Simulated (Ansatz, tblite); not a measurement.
Cost and result up the ladder for (H2Ga-mu-F)2 (Ga₂H₄F₂) (8 atoms). The state is a singlet with charge 0. Geometry: PBE0-D4/def2-SVP.

```xyz
8

Ga   -0.2127   -1.4854   -0.0577
H    -0.7580   -2.0571    1.2807
H     0.1634   -2.0890   -1.4396
F    -1.1559    0.1810   -0.3962
Ga    0.2127    1.4854    0.0577
H     0.7580    2.0627   -1.2782
H    -0.1649    2.0834    1.4417
F     1.1574   -0.1810    0.3916
```

Ansatz on 4 threads of Arm Neoverse V2 on a shared host; xTB runs through tblite on one thread. Times are rough, summed over both states, and most runs start from the orbitals of an earlier one. PBE0-D4/def2-TZVP serves as the yardstick here, not as an exact answer. The other state is a doublet.

The xTB rows come from tblite.

Raw xTB energies of ions are shifted by several eV.

```tsv
level	functions	vertical IE (eV)	difference from PBE0-D4/def2-TZVP (eV)
GFN2-xTB	30	14.43	3.68
GFN1-xTB	34	14.55	3.79
PBE0-D4/def2-TZVP	182	10.76	0.00
r2SCAN-D4/def2-TZVP	182	10.44	-0.32
PBE-D4/def2-TZVP (with forces)	182	10.18	-0.58
```

Question: Estimate how long each takes.

Answer: GFN2-xTB 0.005 s; GFN1-xTB 0.008 s; PBE-D4/def2-TZVP (with forces) 4.9 s; PBE0-D4/def2-TZVP 7.9 s; r2SCAN-D4/def2-TZVP 11 s. On shared hardware such times vary by a factor of up to 3.
